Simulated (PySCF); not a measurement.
CHS, SMILES [CH][S] (connectivity only; charge and spin as stated), neutral, multiplicity 2. Atoms are numbered in the order given.

```xyz
3

C     -0.1459    -1.0413     0.0000
S      0.0189     0.5066     0.0000
H      0.5730    -1.8584     0.0000
```
Charge 0, spin multiplicity 2.

The structure is a stationary point at B3LYP-D3(BJ)/def2-TZVPD.

Calculation: PySCF with PBE/def2-TZVPD.

Mulliken values depend strongly on the basis, most of all with diffuse functions as here. Atomic charges (e):

```tsv
atom	Mulliken	meta-Löwdin	Mulliken spin
C1	-0.04	-0.32	0.57
S2	-0.16	0.17	0.36
H3	0.20	0.15	0.07
```
